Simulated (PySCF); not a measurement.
Numbering as in the mapped SMILES `[F:1][BH:2][CH:3]1[CH2:4][CH2:5]1`. Hydrogens are named by the atom that carries them. Ha(C4), Ha(C5) are cis to B2 on the ring; Hb(C4), Hb(C5) are trans to B2 on the ring.

Geometry: PBE0-D3(BJ)/def2-SVP; GIAO shifts from PySCF 2.14.0 with density-fitted response routines, gas phase, non-relativistic, averaged over equivalent atoms.

At PBE0/6-31G* (82 basis functions, 5.6 s wall time on 1 thread of an Arm Neoverse V1, shared host):
| atoms | δ (ppm) |
| --- | --- |
| F1 | -4.4 |
| B2 | 48.6 |
| C4/C5 | 6.2 |
| C3 | 5.4 |
| H(B2) | 4.83 |
| Hb(C4)/Hb(C5) | 0.91 |
| Ha(C4)/Ha(C5) | 0.88 |
| H(C3) | 0.16 |

Scale: CFCl3 for ¹⁹F (σref 198.90); ¹¹B (σref 112.25) vs BF3·OEt2; ¹³C (σref 194.14) and ¹H (σref 31.96) vs TMS (reference shieldings calculated alike).

Task: What do these become at WP04/pcSseg-2?

Result: 
| atoms | δ at WP04/pcSseg-2 | change |
| --- | --- | --- |
| F1 | -44.7 | -40.3 |
| B2 | 53.3 | +4.7 |
| C4/C5 | 7.8 | +1.6 |
| C3 | 5.9 | +0.5 |
| H(B2) | 3.97 | -0.86 |
| Hb(C4)/Hb(C5) | 0.88 | -0.03 |
| Ha(C4)/Ha(C5) | 0.86 | -0.02 |
| H(C3) | 0.14 | -0.02 |

δ = σ(ref) − σ, references computed at the same level: CFCl3 for ¹⁹F (σref 177.34); ¹¹B (σref 94.19) vs BF3·OEt2; ¹³C (σref 172.10) and ¹H (σref 31.61) against TMS.

The largest change is at F1 (fluorine bonded to B). Cost: 264 basis functions, 27 s wall time on 1 thread of an Arm Neoverse V1, shared host.

A carbon bonded to boron is broadened by the quadrupolar boron nucleus and is often missing from a measured spectrum. Unscaled 19F shifts against computed CFCl3 carry errors that often reach 10 to 50 ppm.
